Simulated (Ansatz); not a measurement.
The cluster Li₄O₂. The state is a singlet with charge 0. Geometry r2SCAN-D4/def2-TZVP, basis def2-TZVP, Ansatz.

| atom | x (Å) | y (Å) | z (Å) |
| --- | --- | --- | --- |
| Li1 | -0.8351 | 0.8939 | 0.2268 |
| Li2 | 0.5641 | -1.0238 | 2.0955 |
| Li3 | 0.6559 | -0.5693 | -0.8905 |
| Li4 | -0.7730 | 1.4032 | -2.8719 |
| O5 | 0.7680 | 0.1599 | 0.8156 |
| O6 | -0.3800 | -0.8640 | 0.6245 |

```csv
run,HOMO (eV),LUMO (eV)
A,-3.10,-1.03
B,-2.45,-1.48
C,-2.59,-1.59
D,-2.56,-0.94
```

The structure holds 1 bond(s) between oxygen atoms. Another isomer (singlet) lies 3.45 eV lower at PBE0-D4/def2-TZVP; other spin states weren't run for this one.

Question: The runs used B97M-V, PBE, PBE0, r2SCAN. Estimate which is which.

Answer: A PBE0 (25 % exact exchange); B B97M-V (0 % exact exchange); C PBE (0 % exact exchange); D r2SCAN (0 % exact exchange). Exact exchange lowers occupied and raises empty levels; among semilocal functionals meta-GGAs tend to open the gap a little, and such runs are hard to tell apart. The gap grows from 0.97 eV (B97M-V) to 2.07 eV (PBE0). The restricted singlet is unstable towards broken spin symmetry in Hartree–Fock (as tested in another run); at PBE0-D4/def2-TZVP, B97M-V/def2-TZVP, PBE-D4/def2-TZVP, r2SCAN-D4/def2-TZVP this wasn't settled.
